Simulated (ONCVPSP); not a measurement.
S ONCV: all-electron and pseudo phase curves

ONCVPSP 4.0.1 input, shortened (lines: element, Z, core and valence counts, functional; n l f; lmax; l rc ep ncon nbas qcut; lloc lpopt rc5 dvloc0; l nproj debl; icmod fcfact rcfact), PBE, fully relativistic:

```
  S 16.00    1    4        4      upf
    1    0    2.00
    2    0    2.00
    2    1    6.00
    3    0    2.00
    3    1    4.00
    2
    0    0.70    0.00    3    7   13.30
    1    0.65    0.00    4    8   19.50
    2    0.65    0.08    3    8   16.20
    2    5    0.65    0.00
    0    2    1.20
    1    2    1.20
    2    0    2.50
    2    0.60    0.95
```

Open shells are filled in proportion to 2j + 1.

The phase is arctan(r·R′/R) of the radial function R(r), unwrapped; energies in Ha, scanned from -9 to 5 Ha. A pole is an energy at which the radial function vanishes at the test radius. The pseudo phase is shifted by a multiple of π to meet the all-electron one at the reference energy, and phase errors are pseudo minus all-electron; the curves can meet again beyond the range given. Levels narrower than the energy grid can be missing from the lists of poles.

Q: For each channel, where are the poles, and over which energies does the pseudopotential scatter like the atom?

A:

```json
{"channel": "s", "radius (bohr)": "0.71", "reference energy (Ha)": "-0.63", "poles, all-electron": "-4.50", "poles, pseudo": "-4.50", "unbroken range about the reference energy with phases within 0.05 rad": "the whole range", "phase error 1 Ha above the reference energy (rad)": "+0.000"}
{"channel": "p3/2", "radius (bohr)": "0.66", "reference energy (Ha)": "-0.26", "poles, all-electron": "-2.50", "poles, pseudo": "-2.50", "unbroken range about the reference energy with phases within 0.05 rad": "the whole range", "phase error 1 Ha above the reference energy (rad)": "+0.000"}
{"channel": "p1/2", "radius (bohr)": "0.66", "reference energy (Ha)": "-0.26", "poles, all-electron": "-2.58", "poles, pseudo": "-2.58", "unbroken range about the reference energy with phases within 0.05 rad": "the whole range", "phase error 1 Ha above the reference energy (rad)": "+0.000"}
{"channel": "d5/2", "radius (bohr)": "0.66", "reference energy (Ha)": "0.08", "poles, all-electron": "none", "poles, pseudo": "none", "unbroken range about the reference energy with phases within 0.05 rad": "the whole range", "phase error 1 Ha above the reference energy (rad)": "-0.000"}
{"channel": "d3/2", "radius (bohr)": "0.66", "reference energy (Ha)": "0.08", "poles, all-electron": "none", "poles, pseudo": "none", "unbroken range about the reference energy with phases within 0.05 rad": "the whole range", "phase error 1 Ha above the reference energy (rad)": "+0.001"}
```

Phases in the d5/2 channel:

```tsv
E (Ha)	all-electron	pseudo
-8.96	1.097	1.097
-8.24	1.075	1.076
-7.52	1.051	1.051
-6.80	1.024	1.024
-6.08	0.993	0.993
-5.36	0.958	0.958
-4.64	0.917	0.918
-3.92	0.871	0.871
-3.20	0.817	0.817
-2.48	0.753	0.753
-1.76	0.677	0.677
-1.04	0.588	0.588
-0.32	0.482	0.481
0.40	0.357	0.356
1.12	0.212	0.212
1.84	0.051	0.051
2.56	-0.122	-0.122
3.28	-0.298	-0.296
4.00	-0.465	-0.463
4.72	-0.617	-0.614
```
